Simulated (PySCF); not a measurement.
ClH6SbSi2, SMILES [SiH3][Sb]([SiH3])[Cl]. Heavy atoms are numbered as in [Sb:1]([Cl:2])([SiH3:3])[SiH3:7]. Hydrogens are named by the atom that carries them.

Geometry: B3LYP-D3(BJ)/def2-SVP. The structure was generated by enumeration; whether it is a known compound was not checked. The def2 effective core potentials stand for the cores of Sb; spin–orbit coupling is left out.

Calculation: PBE/def2-TZVP run with PySCF.

ESP charges are fitted to the potential on shells at 1.4 to 2.0 van der Waals radii. Atomic charges (e), one atom of each kind:

```csv
atom,ESP fit,Mulliken
Sb1,0.14,0.36
Cl2,-0.21,-0.33
Si3 (SiH3),0.11,-0.01
H on Si3,-0.02,0.00
```
